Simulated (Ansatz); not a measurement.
Basis-set extrapolation for C₂H₆O₃Si, SMILES `O=CC(O)[SiH2]O` (PBE0-D4/def2-TZVP geometry, frozen core, Ansatz 0.2.0). Multiplicity 1, RHF reference.

```
                      def2-TZVPP   def2-QZVPP
                 HF  -592.924944  -592.948347
    MP2 correlation    -1.156986    -1.245584
CCSD(T) correlation    -1.234710      not run
```

Energies in hartree. Use E(X) = E(∞) + A·exp(−7.88·√X) for Hartree–Fock and E(X) = E(∞) + B·X^(−2.97) for correlation, with X = 3 and 4, and add CCSD(T) minus MP2 of the smaller set to the MP2 limit.

**Question.** What is the CCSD(T) energy at the basis-set limit?

**Answer.** HF limit: -592.948347 + (-0.023403) × 0.13774 = -592.95157. MP2 limit: -1.245584 + (-0.088598) × 0.74074 = -1.31121. Higher-order term: -1.234710 − (-1.156986) = -0.07772. Total: -594.34050 hartree, 113.5 kcal/mol below CCSD(T)/def2-TZVPP.
